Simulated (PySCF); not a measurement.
# Ionisation energy of Sc²⁺ by level of theory

Sc²⁺ [Ar] 3d1 (2D) → Sc³⁺ [Ar] (1S), as a difference of total energies. All numbers are calculated (PySCF 2.14, the spin-free X2C one-electron Hamiltonian (Gaussian nucleus), in aug-cc-pVDZ-DK (7s6p4d2f, 59 functions)). The calculations carry no spin-orbit coupling.

| method | ionisation energy (eV) | plus first-order spin-orbit estimate | error of that sum (eV) |
| --- | --- | --- | --- |
| UHF | 24.180 | 24.196 | -0.561 |
| LDA | 25.770 | 25.786 | +1.029 |
| PBE | 25.737 | 25.753 | +0.996 |
| PBE0 | 25.599 | 25.615 | +0.858 |
| r2SCAN | 25.523 | 25.538 | +0.781 |
| wB97X | 25.361 | 25.376 | +0.619 |
| TPSS | 25.680 | 25.696 | +0.939 |
| B3LYP | 25.762 | 25.778 | +1.021 |

Reference: 24.757 eV (measured; NIST Atomic Spectra Database, ionization energies).

A first-order spin-orbit estimate (lowest level to lowest level, LS coupling) adds 0.016 eV.
